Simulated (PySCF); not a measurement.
# Basis-set dependence of population analyses: `C=CC(=C)C(F)F`

C₅H₆F₂.
Atom-mapped SMILES: `[CH2:1]=[CH:2][C:3](=[CH2:4])[CH:5]([F:6])[F:7]` (hydrogens: H8, H9 on C1; H10 on C2; H11, H12 on C4; H13 on C5)

Geometry (PBE0-D3(BJ)/def2-SVP, Å), atoms numbered from 1 in this order:
```
atom  x, y, z in Å
C1     1.4922    0.7415    0.1469
C2     0.8053   -0.3546    0.4961
C3    -0.6498   -0.5043    0.5260
C4    -1.2392   -1.6211    0.9772
C5    -1.4915    0.6179   -0.0242
F6    -2.8085    0.3393    0.0651
F7    -1.2718    1.7635    0.6665
H8     1.0006    1.6767   -0.1300
H9     2.5847    0.7368    0.1502
H10    1.3606   -1.2507    0.7946
H11   -0.6410   -2.4538    1.3558
H12   -2.3251   -1.7254    0.9798
H13   -1.2559    0.8172   -1.0858
```

PBE0 throughout (PySCF), one geometry, spherical d and f functions. Isolated species at its PBE0-D3(BJ)/def2-SVP geometry (one conformer only). Atoms taken as equivalent share a column and are averaged. The first 7 of 12 kinds of atom are listed.

Mulliken charges (e):

| basis | functions | C1 | C2 | C3 | C4 | C5 | F6/F7 | H8 |
| --- | --- | --- | --- | --- | --- | --- | --- | --- |
| STO-3G | 41 | -0.166 | -0.086 | -0.029 | -0.160 | +0.151 | -0.111 | +0.087 |
| 6-31G | 75 | -0.365 | -0.123 | +0.030 | -0.376 | +0.388 | -0.308 | +0.177 |
| pcSseg-0 | 75 | -0.404 | -0.203 | -0.327 | -0.323 | +0.563 | -0.357 | +0.231 |
| 6-31G* | 110 | -0.407 | -0.138 | +0.052 | -0.438 | +0.494 | -0.318 | +0.186 |
| cc-pVDZ | 128 | -0.026 | -0.049 | -0.266 | +0.036 | +0.459 | -0.200 | +0.050 |
| def2-SVP | 128 | -0.074 | -0.032 | -0.211 | -0.046 | +0.512 | -0.227 | +0.062 |
| aug-cc-pVDZ | 215 | +0.221 | +1.027 | +0.674 | +0.775 | +1.166 | -0.475 | -0.510 |
| 6-311+G(2d,p) | 225 | -0.346 | -0.169 | +0.645 | -0.425 | +0.029 | -0.268 | +0.134 |
| def2-TZVP | 253 | -0.265 | -0.174 | +0.061 | -0.281 | +0.263 | -0.191 | +0.145 |
| cc-pVTZ | 294 | -0.272 | -0.095 | -0.026 | -0.274 | +0.390 | -0.187 | +0.121 |
| IGLO-III | 305 | -0.239 | -0.128 | +0.195 | -0.278 | +0.245 | -0.228 | +0.106 |

IAO charges (e):

```
        basis  functions      C1      C2      C3      C4      C5   F6/F7      H8
       STO-3G         41  -0.255  -0.145  -0.064  -0.242  +0.185  -0.138  +0.134
        6-31G         75  -0.310  -0.145  -0.030  -0.292  +0.385  -0.282  +0.158
     pcSseg-0         75  -0.297  -0.144  -0.047  -0.270  +0.390  -0.277  +0.152
       6-31G*        110  -0.300  -0.139  -0.034  -0.283  +0.444  -0.294  +0.151
      cc-pVDZ        128  -0.305  -0.141  -0.032  -0.288  +0.441  -0.294  +0.152
     def2-SVP        128  -0.295  -0.138  -0.033  -0.276  +0.443  -0.295  +0.148
  aug-cc-pVDZ        215  -0.315  -0.144  -0.029  -0.296  +0.445  -0.303  +0.157
6-311+G(2d,p)        225  -0.314  -0.144  -0.030  -0.295  +0.445  -0.304  +0.157
    def2-TZVP        253  -0.314  -0.143  -0.031  -0.295  +0.452  -0.304  +0.157
      cc-pVTZ        294  -0.314  -0.143  -0.030  -0.296  +0.451  -0.303  +0.157
     IGLO-III        305  -0.316  -0.144  -0.031  -0.296  +0.447  -0.304  +0.158
```

Hirshfeld charges (e):

| basis | functions | C1 | C2 | C3 | C4 | C5 | F6/F7 | H8 |
| --- | --- | --- | --- | --- | --- | --- | --- | --- |
| STO-3G | 41 | -0.056 | -0.028 | -0.022 | -0.054 | +0.167 | -0.080 | +0.029 |
| 6-31G | 75 | -0.093 | -0.046 | -0.018 | -0.084 | +0.157 | -0.105 | +0.042 |
| pcSseg-0 | 75 | -0.088 | -0.045 | -0.018 | -0.079 | +0.153 | -0.098 | +0.038 |
| 6-31G* | 110 | -0.094 | -0.047 | -0.017 | -0.085 | +0.151 | -0.095 | +0.042 |
| cc-pVDZ | 128 | -0.093 | -0.047 | -0.021 | -0.085 | +0.141 | -0.085 | +0.040 |
| def2-SVP | 128 | -0.094 | -0.047 | -0.019 | -0.086 | +0.147 | -0.090 | +0.041 |
| aug-cc-pVDZ | 215 | -0.098 | -0.053 | -0.027 | -0.088 | +0.142 | -0.094 | +0.044 |
| 6-311+G(2d,p) | 225 | -0.094 | -0.053 | -0.031 | -0.083 | +0.144 | -0.096 | +0.044 |
| def2-TZVP | 253 | -0.097 | -0.051 | -0.025 | -0.086 | +0.142 | -0.093 | +0.043 |
| cc-pVTZ | 294 | -0.097 | -0.050 | -0.022 | -0.087 | +0.142 | -0.090 | +0.042 |
| IGLO-III | 305 | -0.098 | -0.052 | -0.026 | -0.087 | +0.142 | -0.094 | +0.044 |

Some averages cover members that differ in this geometry, most widely: F6/F7, Mulliken in 6-311+G(2d,p) -0.296 to -0.240; F6/F7, Mulliken in aug-cc-pVDZ -0.493 to -0.458 e.

Q: Which scheme is steadiest as the basis changes?

A: Largest range over the bases for any column: Hirshfeld 0.04 e, IAO 0.27 e, Mulliken 1.23 e. Hirshfeld charges move least and Mulliken charges most, counted in e. Without the minimal STO-3G basis the ranges are Hirshfeld 0.02, IAO 0.07, Mulliken 1.23 e.

Q: How much do the charges still move between the two largest bases, cc-pVTZ and IGLO-III?

A: At most, over all atoms: Mulliken 0.221 e, IAO 0.003 e, Hirshfeld 0.004 e.

Q: What do the same runs give for the total energy, the frontier levels and the dipole moment?

A: 
```tsv
basis	energy (Eh)	HOMO (eV)	LUMO (eV)	μ (D)
STO-3G	-388.1212	-5.14	1.74	1.03
6-31G	-393.2591	-7.03	-0.97	2.28
pcSseg-0	-392.4662	-7.32	-1.23	2.29
6-31G*	-393.3453	-6.91	-0.87	1.81
cc-pVDZ	-393.3786	-7.07	-1.08	1.84
def2-SVP	-393.0644	-7.15	-1.16	1.92
aug-cc-pVDZ	-393.4076	-7.22	-1.37	2.02
6-311+G(2d,p)	-393.4786	-7.23	-1.38	2.07
def2-TZVP	-393.5157	-7.21	-1.31	1.98
cc-pVTZ	-393.4996	-7.18	-1.25	1.93
IGLO-III	-393.5230	-7.22	-1.36	2.01
```

The dipole is fixed by the density alone, so its range of 1.26 D shows that the density itself changes with the basis, not only its division among atoms.
